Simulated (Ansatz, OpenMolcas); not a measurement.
# Exact exchange and the vertical ionisation energy of BBrCl2

The species is BBrCl2 (4 atoms), meant as a singlet with charge 0. As SMILES, `ClB(Cl)Br`. The coordinates come from a PBE0-D4/def2-TZVP relaxation.

The vertical ionisation energy (to the doublet cation) y, in eV, basis cc-pVDZ; a is the functional's share of exact exchange. Programs: Ansatz 0.2.0, OpenMolcas 26.06.

| functional | program | a | y (eV) |
| --- | --- | --- | --- |
| TPSS | OpenMolcas | 0 | 10.45 |
| r2SCAN | Ansatz | 0 | 10.69 |
| B3LYP | Ansatz | 0.2 | ? |
| PBE0 | Ansatz | 0.25 | 10.87 |
| r2SCAN0 | Ansatz | 0.25 | 11.07 |
| BHLYP | Ansatz | 0.5 | 11.08 |

**Question.** Fit y = c + s·a to the known rows and predict B3LYP.

**Answer.** 
1. Means of the 5 rows: a = 0.2000, y = 10.832.
2. Σ(Δa)² = 0.175, Σ(Δa·Δy) = 0.193, so the slope is 0.193/0.175 = 1.1029.
3. Intercept: 10.832 − (1.1029) × 0.2000 = 10.611. The largest residual of the fit is 0.18.
4. B3LYP: 10.611 + (1.1029) × 0.2 = 10.83 eV.

The run gave 10.73 eV, so the prediction is off by +0.10 eV, within the largest residual. The rows mix families of semi-local functionals, which the line can't see. Spin-orbit coupling is left out.
